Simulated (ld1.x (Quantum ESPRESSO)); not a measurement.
An all-electron radial function and its pseudo partner (carbon)

Columns: radius, all-electron u(r) and pseudo u(r) of the 2s shell (level -13.75 eV) of carbon in the configuration [He] 2s2 2p2; PBE, scalar-relativistic, PAW scheme, ld1.x (Quantum ESPRESSO) 7.5.

```tsv
r (bohr)	all-electron	pseudo
0.098	0.3292	-0.1186
0.195	0.3174	-0.2329
0.292	0.1678	-0.3415
0.390	-0.0271	-0.4427
0.488	-0.2198	-0.5335
0.585	-0.3880	-0.6117
0.682	-0.5272	-0.6773
0.780	-0.6375	-0.7307
0.878	-0.7185	-0.7712
0.975	-0.7728	-0.7993
1.072	-0.8052	-0.8161
1.170	-0.8194	-0.8225
1.268	-0.8187	-0.8191
1.365	-0.8066	-0.8066
1.463	-0.7855	-0.7855
1.560	-0.7581	-0.7581
1.658	-0.7259	-0.7259
1.755	-0.6911	-0.6911
1.852	-0.6544	-0.6544
1.950	-0.6166	-0.6166
2.047	-0.5791	-0.5791
2.145	-0.5417	-0.5417
2.242	-0.5056	-0.5056
2.340	-0.4704	-0.4704
2.438	-0.4367	-0.4367
2.535	-0.4050	-0.4050
```

(1) How many radial nodes do the two functions have?

(2) At about which radius was the pseudo-wave matched?

(3) Where does each function peak?

(4) Is the pseudo-wave norm-conserving?

## Answers

(1) The all-electron 2s function has n − l − 1 = 1; the pseudo-wave has 0, since the states of the same l below it are removed with the core.

(2) 1.35 bohr, where the columns begin to agree (steps of 0.10 bohr).

(3) Outermost all-electron maximum near 1.17 bohr, pseudo maximum near 1.17 bohr (to the table’s step).

(4) No, it belongs to a PAW set: the norm inside the radius is not constrained, and the difference is carried by the augmentation charge.
